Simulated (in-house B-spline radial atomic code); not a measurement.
Computed with a B-spline radial atomic code. Model: two electrons, singlet ground state, non-relativistic, full CI in B-splines with partial waves to l = 8 (at full coupling up to 3e-4 hartree above the limit, correlation up to 0.6 % small), density held at that of full coupling by Lieb maximisation.

Along the adiabatic connection the electron repulsion is scaled by a coupling λ while a local potential keeps the density fixed. At λ = 0 the system is the Kohn-Sham one and W equals the exchange energy; the exchange-correlation energy is the area under W between 0 and 1. The kinetic energy rises with λ as the electrons avoid each other, with dT/dλ = −λ dW/dλ.

Command:
```bash
python run_ac.py task.json out
```
Settings (lengths in bohr, energies in hartree):
```
potential              gauss
strength               5.76
lmax                   8
second                 3.91
```

Time taken, with all properties: 13 s on 1 thread of Intel(R) Xeon(R) Processor @ 2.30GHz, on a shared host.

**W = mean repulsion less Hartree energy, and W of three functionals.**

Given: confinement Gaussian well; well depth 5.76 hartree; well width 3.91 bohr; external potential -V exp(-r^2/w^2).

Computed: PBE exchange minus exact 27.778 millihartree; SCAN exchange minus exact 2.2166 millihartree.

```json
{"coupling": "0", "W xc (hartree)": "-0.65429", "W xc minus exchange (millihartree)": "0", "kinetic minus Kohn-Sham (millihartree)": "0", "LDA (PW92) W minus its exchange (millihartree)": "0", "PBE W minus its exchange (millihartree)": "0", "SCAN W minus its exchange (millihartree)": "0"}
{"coupling": "0.02", "W xc (hartree)": "-0.65626", "W xc minus exchange (millihartree)": "-1.973", "kinetic minus Kohn-Sham (millihartree)": "0.02", "LDA (PW92) W minus its exchange (millihartree)": "-10.96", "PBE W minus its exchange (millihartree)": "-3.21", "SCAN W minus its exchange (millihartree)": "-1.89"}
{"coupling": "0.05", "W xc (hartree)": "-0.65917", "W xc minus exchange (millihartree)": "-4.88", "kinetic minus Kohn-Sham (millihartree)": "0.12", "LDA (PW92) W minus its exchange (millihartree)": "-22.05", "PBE W minus its exchange (millihartree)": "-7.74", "SCAN W minus its exchange (millihartree)": "-4.62"}
{"coupling": "0.12", "W xc (hartree)": "-0.66571", "W xc minus exchange (millihartree)": "-11.424", "kinetic minus Kohn-Sham (millihartree)": "0.68", "LDA (PW92) W minus its exchange (millihartree)": "-41.31", "PBE W minus its exchange (millihartree)": "-17.39", "SCAN W minus its exchange (millihartree)": "-10.72"}
{"coupling": "0.25", "W xc (hartree)": "-0.67704", "W xc minus exchange (millihartree)": "-22.75", "kinetic minus Kohn-Sham (millihartree)": "2.76", "LDA (PW92) W minus its exchange (millihartree)": "-67.36", "PBE W minus its exchange (millihartree)": "-32.92", "SCAN W minus its exchange (millihartree)": "-21.16"}
{"coupling": "0.4", "W xc (hartree)": "?", "W xc minus exchange (millihartree)": "?", "kinetic minus Kohn-Sham (millihartree)": "?", "LDA (PW92) W minus its exchange (millihartree)": "?", "PBE W minus its exchange (millihartree)": "?", "SCAN W minus its exchange (millihartree)": "?"}
{"coupling": "0.6", "W xc (hartree)": "-0.70296", "W xc minus exchange (millihartree)": "-48.674", "kinetic minus Kohn-Sham (millihartree)": "13.6", "LDA (PW92) W minus its exchange (millihartree)": "-114.1", "PBE W minus its exchange (millihartree)": "-65.59", "SCAN W minus its exchange (millihartree)": "-45.12"}
{"coupling": "0.8", "W xc (hartree)": "-0.71532", "W xc minus exchange (millihartree)": "-61.028", "kinetic minus Kohn-Sham (millihartree)": "22.22", "LDA (PW92) W minus its exchange (millihartree)": "-133.52", "PBE W minus its exchange (millihartree)": "-80.47", "SCAN W minus its exchange (millihartree)": "-56.74"}
{"coupling": "1", "W xc (hartree)": "-0.72623", "W xc minus exchange (millihartree)": "-71.944", "kinetic minus Kohn-Sham (millihartree)": "32.02", "LDA (PW92) W minus its exchange (millihartree)": "-149.88", "PBE W minus its exchange (millihartree)": "-93.48", "SCAN W minus its exchange (millihartree)": "-67.18"}
{"coupling": "1.4", "W xc (hartree)": "?", "W xc minus exchange (millihartree)": "?", "kinetic minus Kohn-Sham (millihartree)": "?", "LDA (PW92) W minus its exchange (millihartree)": "?", "PBE W minus its exchange (millihartree)": "?", "SCAN W minus its exchange (millihartree)": "?"}
{"coupling": "2", "W xc (hartree)": "-0.76577", "W xc minus exchange (millihartree)": "-111.48", "kinetic minus Kohn-Sham (millihartree)": "89.59", "LDA (PW92) W minus its exchange (millihartree)": "-206.34", "PBE W minus its exchange (millihartree)": "-140.94", "SCAN W minus its exchange (millihartree)": "-106.85"}
{"coupling": "3", "W xc (hartree)": "-0.7904", "W xc minus exchange (millihartree)": "-136.11", "kinetic minus Kohn-Sham (millihartree)": "150.32", "LDA (PW92) W minus its exchange (millihartree)": "-241.45", "PBE W minus its exchange (millihartree)": "-171.94", "SCAN W minus its exchange (millihartree)": "-133.37"}
{"coupling": "4.5", "W xc (hartree)": "-0.8139", "W xc minus exchange (millihartree)": "-159.62", "kinetic minus Kohn-Sham (millihartree)": "237.05", "LDA (PW92) W minus its exchange (millihartree)": "-276.28", "PBE W minus its exchange (millihartree)": "-203.47", "SCAN W minus its exchange (millihartree)": "-159.87"}
{"coupling": "7", "W xc (hartree)": "-0.83687", "W xc minus exchange (millihartree)": "-182.58", "kinetic minus Kohn-Sham (millihartree)": "366.33", "LDA (PW92) W minus its exchange (millihartree)": "-312.45", "PBE W minus its exchange (millihartree)": "-236.84", "SCAN W minus its exchange (millihartree)": "-186.08"}
{"coupling": "10", "W xc (hartree)": "-0.85303", "W xc minus exchange (millihartree)": "-198.74", "kinetic minus Kohn-Sham (millihartree)": "501.7", "LDA (PW92) W minus its exchange (millihartree)": "-339.57", "PBE W minus its exchange (millihartree)": "-262.18", "SCAN W minus its exchange (millihartree)": "-203.78"}
```

Question: What belongs in the row 0.4?

Answer: W xc (hartree): -0.6889; W xc minus exchange (millihartree): -34.611; kinetic minus Kohn-Sham (millihartree): 6.6; LDA (PW92) W minus its exchange (millihartree): -90.15; PBE W minus its exchange (millihartree): -48.21; SCAN W minus its exchange (millihartree): -32.08.

Question: What belongs in the row 1.4?

Answer: W xc (hartree): -0.74459; W xc minus exchange (millihartree): -90.306; kinetic minus Kohn-Sham (millihartree): 53.92; LDA (PW92) W minus its exchange (millihartree): -176.4; PBE W minus its exchange (millihartree): -115.34; SCAN W minus its exchange (millihartree): -85.2.

Question: What is the LDA exchange minus exact?

Answer: 94.934 millihartree.

**Energy parts, natural occupations and partial-wave weights.**

Computed: total energy -8.3997 hartree; correlation energy -0.03992 hartree; initial slope twice GL2 -0.099355 hartree; kinetic part over minus potential part 0.44512; Hartree energy 1.3086 hartree; Kohn-Sham kinetic 1.009 hartree; Lieb Oxford ratio E_xc over LDA exchange 1.2411.

| natural | occupation of the shell (electrons) |
| --- | --- |
| s | 1.9657 |
| p | 0.031006 |
| s | 0.0019156 |
| d | ? |
| p | 0.00021136 |
| f | 0.00010716 |

Question: What belongs in the row d?

Answer: occupation of the shell (electrons): 0.00090266.

| wave | weight |
| --- | --- |
| s | 0.98383 |
| p | ? |
| d | 0.00047215 |
| f | 5.9209e-05 |
| g | 1.3026e-05 |

Question: What belongs in the row p?

Answer: weight: 0.015615.

Question: What is the kinetic part of the DFT correlation energy?

Answer: 0.032024 hartree.

Question: What is the exchange energy?

Answer: -0.65429 hartree.

Half-way to full coupling W has made 58 % of its drop, against 50 % for a straight line, and second-order (GL2) theory, half the initial slope, overshoots the correlation energy by about 24 %: a moderate bend, as in light atoms. Over couplings 0 to 1 the errors in E_xc come to about +40 millihartree for LDA, +14 millihartree for PBE, +5.0 millihartree for SCAN, so SCAN is nearest. In LDA and PBE the errors of exchange and correlation have opposite signs, so the sum is smaller than the larger of the two.
